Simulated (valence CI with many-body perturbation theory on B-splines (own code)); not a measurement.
Values are calculated unless marked as measured or tabulated.
Hyperfine factors and g values of Te⁴⁶⁺

Method: valence CI with perturbative core correlation (CI+MBPT): four valence electrons over a frozen Dirac-Fock core [He], radial functions for each j: 11 s, 11 p, 10 d, 8 f, 5 g, 2 h, with the one-electron correlation potential Σ1, the two-electron term Σ2, the three-electron term Σ3, Breit, model QED; selected CI, second order for the rest, scaled by the run's own slope (own B-spline code, finite nucleus).

The last digits are not significant, and no measured levels were compared; by estimate large intervals hold to a few tenths of a per cent, small ones and those within an open d or f shell to about a per cent. Among the levels kept, up to 840 cm⁻¹ of a level comes from second order outside the variational space, and about a tenth of that is noise between levels of different J, which matters for small intervals.

A/g_I is the dipole constant over the nuclear g factor μ/I (μ in nuclear magnetons, uniformly magnetised nucleus), B/Q the quadrupole constant per barn. Both hold the static response of the core; the bare values leave it out. Large factors of s and p1/2 electrons are usually good to 5 to 10 %; those of open d and f shells near neutrality can be off by tens of per cent, and small factors of p3/2, d and f electrons come from cancelling terms and can be off by a factor of two or in sign, in half-filled shells by more. B is blank for J = 1/2, where it vanishes, and for nearly pure S terms. Energies count from the lowest level. Levels with J = 0 are left out.

Levels are named by their leading jj configuration (3d3/2^4 stands for four electrons in 3d with j = 3/2), which in mixed levels can hold well under half, so a name can repeat and another be missing. Letters in brackets count levels of one name in rising energy.

```csv
Level,E (× 10³ cm⁻¹),g,A/g_I (MHz),A/g_I bare,B/Q (MHz/b),B/Q bare
(2s^2 2p1/2 2p3/2) J=1,2256.0,1.485,-100000,-88300,256000,257000
(2s^2 2p1/2 2p3/2) J=2,2378.6,1.170,633000,636000,436000,437000
(2s 2p1/2^2 2p3/2) J=2,3672.6,1.586,1520000,1510000,436000,437000
(2s 2p1/2^2 2p3/2) J=1,4144.7,1.072,-979000,-950000,342000,343000
(2s^2 2p3/2^2) J=2,4729.5,1.295,277000,284000,74800,74900
(2s 2p1/2 2p3/2^2) J=2 [a],5814.3,1.536,1130000,1130000,210000,211000
(2s 2p1/2 2p3/2^2) J=3,6084.3,1.315,1370000,1370000,-1100,-1120
(2s 2p1/2 2p3/2^2) J=1 [a],6480.2,1.290,-580000,-556000,-308000,-309000
(2s 2p1/2 2p3/2^2) J=2 [b],6562.4,1.077,-22400,-7010,-143000,-144000
(2s 2p1/2 2p3/2^2) J=1 [b],6592.0,1.363,2700000,2670000,141000,142000
(2p1/2^2 2p3/2^2) J=2,8094.9,1.337,248000,263000,66900,67000
(2s 2p3/2^3) J=2,8633.2,1.399,1570000,1550000,-509000,-510000
(2s 2p3/2^3) J=1,9072.4,1.207,-1010000,-981000,-173000,-174000
(2p1/2 2p3/2^3) J=1,10423,1.485,-121000,-99400,-253000,-254000
(2p1/2 2p3/2^3) J=2,10552,1.128,634000,640000,-576000,-577000
(2s^2 2p1/2 3s) J=1,37337,1.324,1660000,1650000,-11600,-11600
(2s^2 2p1/2 3p1/2) J=1,37749,0.654,1140000,1130000,-2720,-2730
(2s^2 2p1/2 3p3/2) J=1,38452,1.679,1020000,1010000,59200,59300
(2s^2 2p1/2 3p3/2) J=2,38540,1.160,499000,498000,137000,137000
(2s 2p1/2^2 3s) J=1,38675,1.916,2050000,2030000,11900,11900
(2s^2 2p1/2 3d3/2) J=2,38897,0.754,477000,474000,33900,34200
(2s^2 2p1/2 3d3/2) J=1,38995,1.084,1100000,1090000,7700,7780
(2s 2p1/2^2 3p1/2) J=1,39115,1.183,1390000,1370000,-3580,-3520
(2s^2 2p1/2 3d5/2) J=2,39169,1.281,-254000,-253000,26100,26400
(2s^2 2p1/2 3d5/2) J=3,39192,1.106,308000,306000,17200,17600
(2s^2 2p3/2 3s) J=2,39754,1.488,640000,640000,498000,499000
(2s^2 2p3/2 3s) J=1,39800,1.142,-97000,-83000,261000,262000
(2s 2p1/2^2 3p3/2) J=2,39821,1.543,1310000,1300000,154000,154000
(2s 2p1/2^2 3p3/2) J=1,39855,1.095,-1150000,-1130000,81400,81500
(2s 2p1/2^2 3d3/2) J=1,40169,0.429,-1260000,-1240000,10400,10600
(2s 2p1/2^2 3d3/2) J=2,40202,1.170,1210000,1190000,30100,30400
```

Q: Take the isotope of mass number 125, with I = 1/2, μ = -0.887 μN. What is the hyperfine structure of (2s 2p1/2 2p3/2^2) J=1 [a]?

A: From the table A = 1030000 MHz. Shifts from the centre of gravity in MHz: F = 1/2: -1030000, F = 3/2: 515000.
